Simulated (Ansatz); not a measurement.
Ideal-gas functions of Al₂Cl₄H₂ (`[Cl][Al@H-]1[Cl+][Al@@H-]([Cl])[Cl+]1`) at 400 K and 1 bar, from an Ansatz frequency run at PBE0-D4/def2-TZVP.

Molar mass 197.79 g/mol, point group C2v (symmetry number 2), electronic degeneracy 1, moments of inertia 359.445, 768.694, 784.698 u Å². Harmonic wavenumbers (cm⁻¹, unscaled): 21, 106, 119, 140, 144, 231, 270, 355, 372, 379, 531, 538, 540, 594, 607, 634, 2015, 2018.

Use S(trans) = R[1.5 ln M + 2.5 ln T − 1.1517]; rotational temperatures θ = 24.2544 K / I; S(rot) = R[ln(√π/σ · √(T³/θAθBθC)) + 1.5]; for each mode x = 1.438777 ν̃/T, S = R[x/(eˣ − 1) − ln(1 − e⁻ˣ)] and H = RT x/(eˣ − 1); 1 cm⁻¹ = 0.0119627 kJ/mol; R = 8.31446 J/(mol·K).

Q: By hand: the entropy, in J/(mol·K).

A: Translation 180.9. Rotation: θ = 0.0675, 0.0316, 0.0309 K, giving 126.2. Vibration, mode by mode: 29.79, 16.38, 15.43, 14.11, 13.88, 10.09, 8.88, 6.82, 6.49, 6.35, 4.09, 4.01, 3.99, 3.42, 3.30, 3.06, 0.05, 0.05, in all 150.2. Electronic 0.0. Sum 457.3 J/(mol·K).

Q: By hand: H − E and G − E in kJ/mol, counted from the electronic energy.

A: Zero-point energy ½ × 9614 × 0.0119627 = 57.5; thermal vibration 28.6; translation, rotation and pV give 4 RT = 13.3. H − E = 99.4 kJ/mol, and G − E = 99.4 − 400 × 457.3/1000 = -83.5 kJ/mol.

Vibration gives 33 % of the entropy, 89.6 J/(mol·K) of it from the modes under 150 cm⁻¹: soft modes count most, and the harmonic formula is weakest for them.
